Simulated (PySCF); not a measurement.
## Spectroscopy problems

- shieldings: GIAO PBE0/pcSseg-1
- GFN2-xTB structure
- run in PySCF 2.14
- non-relativistic Hamiltonian, isolated molecule, one conformer, fast rotation and ring inversion assumed for equivalent nuclei

Chemical shifts δ = σref − σ; TMS for 1H, 13C, all at this level. Splittings of carbon signals by F and P are missing where no couplings were computed. Where no couplings were computed, multiplicities follow the n + 1 count of equivalent neighbours, and m marks all less simple cases (inequivalent or close neighbours, rings, F or P nearby). Shifts are as computed. Against solution values, carbons near 30 ppm lie about +3 ppm off and those near 130 ppm about +5 ppm. Of 1211 compounds with measured shifts, 218 miss one by over three times the rms of a fit or turn the order of signals round; such compounds aren't used in these exercises.

**Question.** C$_{5}$H$_{8}$P$_{2}$Si. 1H NMR (600 MHz, computed): δ 9.21 (m, 2H), 5.00 (m, 3H), 2.75 (s, 3H). 13C{1H} NMR (computed): δ 198.5 (C), 162.0 (CH), 145.0 (C), 31.2 (CH3). Give a structure.

**Answer.** SMILES [SiH3]c1pcc(C)cp1. 4 carbon signals for 5 carbons: some carbons are equivalent by symmetry or fast rotation. Carbon types of the structure: 2 × C, 2 × CH, 1 × CH3, leaving 3 H on heteroatoms. δC 198.5, 145.0: substituted aromatic carbon. δC 162.0: aromatic CH. δH 9.21: hydrogen on an aromatic CH; aromatic region. δH 2.75: hydrogen on a methyl carbon on an aromatic ring; benzylic-type position, deshielded by the ring.

This is the structure that produced the data.

**Question.** C$_{5}$H$_{8}$P$_{2}$Si. 1H NMR (500 MHz, computed): δ 10.05 (m, 1H), 9.71 (m, 1H), 4.86 (m, 3H), 3.03 (m, 3H). 13C{1H} NMR (computed): δ 181.3, 175.8, 169.4, 166.1, 30.2. What is it?

**Answer.** `Cc1cpc([SiH3])cp1`. 5 carbon signals for 5 carbons: no two carbons are equivalent. Carbon types of the structure: 2 × C, 2 × CH, 1 × CH3, leaving 3 H on heteroatoms. δC 181.3, 169.4: substituted aromatic carbon. δC 175.8, 166.1: aromatic CH. δH 10.05, 9.71: hydrogen on an aromatic CH; the ring current deshields protons in the ring plane. δH 3.03: hydrogen on a methyl carbon on an aromatic ring; benzylic-type position, deshielded by the ring.

The data come from this structure; uniqueness wasn't tested.

**Question.** C$_{9}$H$_{18}$. 1H NMR (400 MHz, computed): δ 2.00 (q, 2H), 1.87 (t, 2H), 1.80 (s, 3H), 1.80 (s, 3H), 1.32 (m, 2H), 1.05 (t, 3H), 0.97 (t, 3H). 13C{1H} NMR (computed): δ 137.9 (C), 136.8 (C), 43.4 (CH2), 33.7 (CH2), 25.6 (CH2), 20.4 (CH3), 20.2 (CH3), 17.5 (CH3), 14.1 (CH3). Give a structure.

**Answer.** SMILES CCC/C(C)=C(\C)CC. The formula gives 1 degree of unsaturation (no ring in the answer). 9 carbon signals for 9 carbons: no two carbons are equivalent. Carbon types of the structure: 2 × C, 3 × CH2, 4 × CH3, which accounts for all hydrogens. δC 137.9, 136.8: fully substituted alkene carbon; the olefinic region. δC 20.4, 20.2: allylic methyl carbon; saturated and bonded to C and H only. δH 2.00, 1.87: hydrogen on an allylic sp3 CH2; allylic position. δH 1.05, 0.97: hydrogen on a methyl carbon.

This is the structure that produced the data.
